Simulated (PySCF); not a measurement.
C8H5N5, SMILES N12C3N=CC=C1C=CN=C2N=CN=3.

The structure is a stationary point at PBE-D3(BJ)/def2-SVP.

Calculation: SMD-M06-2X/6-31G* (PySCF).

Solvation free energies are E(SMD) − E(gas) at the gas-phase geometry, for 1 M in both phases. In vacuum the dipole moment is 4.92 D.

Q: Estimate the solvation free energies in water, cyclohexanone, dichloromethane. (Estimate from the structure and the level; the computed values follow.)

A: 
```csv
solvent,ΔG(solv) (kcal/mol),its non-electrostatic (CDS) part,dipole (D)
water,-17.8,-2.2,7.36
cyclohexanone,-22.4,-8.2,7.13
dichloromethane,-22.4,-9.5,6.92
```
